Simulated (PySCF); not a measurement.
Si(H)(OH)2(SMe) (CH6O2SSi), SMILES O[SiH](SC)O. Atoms are numbered in the order given.

```xyz
11

Si     0.5913     0.0347     0.6054
O      1.8625     1.0486     0.2716
O      0.9512    -1.5778     0.3932
S     -0.9048     0.6750    -0.7789
C     -2.1618    -0.6288    -0.4380
H      0.1801     0.1041     2.0284
H      2.5620     1.1009     0.9337
H      1.1876    -1.8331    -0.5083
H     -2.9051    -0.5725    -1.2442
H     -2.6634    -0.4529     0.5242
H     -1.7012    -1.6257    -0.4367
```

Geometry optimised at B3LYP-D3(BJ)/def2-SVP. This is a generated structure with no PubChem entry under its InChIKey; it may be hypothetical. One conformer was computed; it need not be the lowest.

Calculation: PBE/def2-TZVP (PySCF).

ESP charges are fitted to the potential on shells at 1.4 to 2.0 van der Waals radii. Atomic charges (e):

```
atom  ESP fit  Löwdin  Mulliken
----  -------  ------  --------
Si1      0.51   -0.27         ?
O2      -0.61   -0.11     -0.47
O3      -0.59   -0.11     -0.47
S4      -0.16    0.36     -0.20
C5      -0.47   -0.52         ?
H6      -0.05   -0.04     -0.05
H7       0.43    0.18         ?
H8       0.41    0.18         ?
H9       0.21    0.12      0.14
H10      0.17    0.11      0.14
H11      0.16    0.11      0.14
```

Problem. Complete the blanks. (An estimate is asked for; the answer gives what the named calculation found.)

Solution. 
- Si1, Mulliken: 0.47
- C5, Mulliken: -0.34
- H7, Mulliken: 0.31
- H8, Mulliken: 0.31

Computed Mayer and Wiberg (Löwdin basis) orders of the bonds:
```tsv
bond	Mayer	Wiberg
Si1–O2	1.24	1.71
Si1–O3	1.24	1.69
Si1–S4	1.18	1.53
S4–C5	1.03	1.44
Si1–H6	0.91	0.91
O2–H7	0.88	1.02
O3–H8	0.88	1.01
C5–H9	0.95	0.94
C5–H10	0.96	0.94
C5–H11	0.95	0.94
```
